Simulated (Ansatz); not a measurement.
C₃H₁₀O₃Sn⁺, that is SnH(OMe)3 with one electron fewer. Charge 1, multiplicity 2. Geometry PBE-D4/def2-SVP, that of the neutral singlet; atoms count from 1.

Cartesian coordinates in Å:
```
Sn -1.4850 -0.4903 0.2509
H -3.0927 -1.0136 0.5260
O -1.2235 0.1077 -1.6502
C -0.3306 1.1772 -1.9159
H -0.5717 1.5899 -2.9200
H 0.7363 0.8473 -1.9387
H -0.4102 2.0115 -1.1808
O -0.1687 -1.9657 0.6108
C 1.0216 -2.0249 -0.1579
H 1.4371 -3.0532 -0.0762
H 1.8044 -1.3189 0.2113
H 0.8588 -1.8126 -1.2401
O -1.0089 1.0588 1.4403
C 0.3265 1.1822 1.9013
H 0.3301 1.8740 2.7720
H 1.0083 1.6150 1.1297
H 0.7682 0.2155 2.2375
```

In the def2 sets Sn takes a core potential; there is no spin–orbit coupling.

Question: Estimate the Mulliken populations from the PBE0/def2-TZVP orbitals of Ansatz.

Answer: 
```tsv
atom	charge (e)	spin (α − β)
Sn1	1.14	-0.07
H2	0.11	0.03
O3	-0.37	0.28
C4	-0.25	0.00
H5	0.20	0.00
H6	0.17	0.04
H7	0.17	0.03
O8	-0.36	0.30
C9	-0.25	0.00
H10	0.20	0.00
H11	0.17	0.04
H12	0.18	0.03
O13	-0.37	0.27
C14	-0.25	0.00
H15	0.19	0.00
H16	0.17	0.03
H17	0.17	0.03
```
Mulliken values depend strongly on the basis.

Question: Where does the spin sit?

Answer: Summed by element: Sn -0.07, H 0.24, O 0.85, C -0.01, of 1 unpaired in all. Largest on single atoms: O8 0.30, O3 0.28, O13 0.27.

Question: And the Mayer bond orders between heavy atoms (over 0.3)?

Answer: Sn1–O3 0.81 (2.01 Å); Sn1–O8 0.80 (2.01 Å); Sn1–O13 0.82 (2.01 Å); O3–C4 0.96 (1.42 Å); O8–C9 0.96 (1.42 Å); O13–C14 0.96 (1.42 Å).
